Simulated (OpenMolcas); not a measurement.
An atom or ion with 80 electrons was computed by MS-CASPT2, IPEA 0.25 Eh, imaginary shift 0.1 Eh with spin-orbit coupling (OpenMolcas, ANO-RCC-VQZP, DKH2). The lowest levels that the run gave, each within 12 % of the measured value where one is at hand:

```csv
J,Parity,E (cm⁻¹),g
0,even,0.0,
0,odd,50220,
1,odd,53000,1.486
2,odd,60460,1.501
1,odd,74560,1.015
0,even,119830,
1,even,126290,1.501
2,even,127330,1.208
2,even,136500,1.294
0,even,147920,
```

**Question.** Which ion is it, and what are the configurations and terms?

**Answer.** Tl+ (Z = 81, charge +1; active space 2 electrons in 4 orbitals (6s 6p)). J, parity and g give the terms where levels are pure, and mixed ones are named by the computed weights; the size of the splittings, set against known spectra of the 80-electron sequence, gives the charge. In order, with the measured energies in cm⁻¹ (NIST Handbook of Basic Atomic Spectroscopic Data): 6s² ¹S₀, 6s 6p ³P°₀ (49451), 6s 6p ³P°₁ (52394), 6s 6p ³P°₂ (61728), 6s 6p ¹P°₁ (75663), 6p² ³P₀, 6p² ³P₁, 6p² ¹D₂ [59 %], 6p² ³P₂ [59 %], 6p² ¹S₀.

Term energies are means over components that CASPT2 splits; among the terms shown or strongly mixed into the levels shown the widest spread is 920 cm-1 (6p² ¹D). Over all roots computed the reference weight is 0.86 to 0.93; the roots of lowest weight are the least certain, and an intruder state may touch them. The ¹D term of p² mixes with s d, which this space lacks. Spin-orbit splittings of 6p shells tend to come out small when the coupling is added on scalar orbitals. Computed and measured levels are paired by configuration, term and J; levels that our copy of the source lacks, or whose pairing is in doubt (as where it misses far off the trend of its configuration), stay unpaired and out of the deviations. Levels of configurations outside the active space are missing.

A share in square brackets marks a mixed level and gives the weight of the term that names it. ° marks odd parity.
